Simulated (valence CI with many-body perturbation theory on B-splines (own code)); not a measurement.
## Pm40+: key properties

Method: configuration interaction combined with many-body perturbation theory (CI+MBPT): three valence electrons over a frozen Dirac-Fock core [Ar], radial functions for each j: 7 s, 7 p, 8 d, 6 f, 4 g, 1 h, with the one-electron correlation potential Σ1, the two-electron term Σ2, the three-electron term Σ3, Breit, model QED; selected CI, second order for the rest, scaled by the run's own slope (own B-spline code, finite nucleus).

The last digits are not significant, and no measured levels were compared; by estimate large intervals hold to a few tenths of a per cent, small ones and those within an open d or f shell to about a per cent. Only levels of the ground parity were solved; by the run's estimate the other parity begins above the list, which can be wrong where configurations are misplaced.

Levels are named by their leading jj configuration (3d3/2^4 stands for four electrons in 3d with j = 3/2), which in mixed levels can hold well under half, so a name can repeat and another be missing.

Rates and lifetimes use the calculated energies. Strong lines usually hold to 10 to 20 %, long lifetimes can be off by a factor of two.

(1) What is the ground level?

(2) Name the longest-lived excited levels whose lifetime is computed, and their main decay.

(3) How well does LS coupling describe the low levels?

(4) What is the ionisation energy?

Answers

(1) (3d3/2^3) J=3/2, composition 54 % 3d3 4F + 34 % 3d3 2D + 8 % 3d3 2P, g = 0.654.

(2) (3d3/2^2 3d5/2) J=9/2 at 31.19 eV lives 191 ms, mostly by M1 to (3d3/2^2 3d5/2) J=7/2.

(3) Among the lowest 19 levels the leading LS term, summed over configurations, holds 59 % on average. For single configurations the figures are 59 % in LS and 92 % in jj coupling. Terms mix most in the J = 3/2 level at 28.50 eV, where the leading one holds 40 %.

(4) 2998.3 eV; NIST lists 2997 ± 4 eV (theoretical).
